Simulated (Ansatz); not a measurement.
The cluster Be2F5⁻. Charge -1, multiplicity 1. Geometry PBE-D4/def2-SVPD, basis def2-TZVPD, Ansatz.

```xyz
7

Be    0.162   -1.425   -0.647
Be   -0.158    1.427    0.643
F     1.347   -2.183   -0.230
F     0.025    0.016   -0.030
F    -0.900    1.436    1.908
F    -0.913   -1.828   -1.561
F     0.438    2.555   -0.084
```

```csv
run,HOMO (eV),LUMO (eV)
A,-3.91,2.85
B,-5.66,3.16
C,-5.95,3.41
D,-6.28,3.76
E,-4.34,3.43
```

B3LYP takes the VWN-RPA correlation. The structure comes from a short search, and lower isomers may exist.

Question: The runs used B3LYP, PBE, PBE0, r2SCAN, r2SCAN0. Estimate which is which.

Answer: A PBE (0 % exact exchange); B B3LYP (20 % exact exchange); C PBE0 (25 % exact exchange); D r2SCAN0 (25 % exact exchange); E r2SCAN (0 % exact exchange). Exact exchange lowers occupied and raises empty levels; among semilocal functionals meta-GGAs tend to open the gap a little, and such runs are hard to tell apart. The gap grows from 6.76 eV (PBE) to 10.04 eV (r2SCAN0).
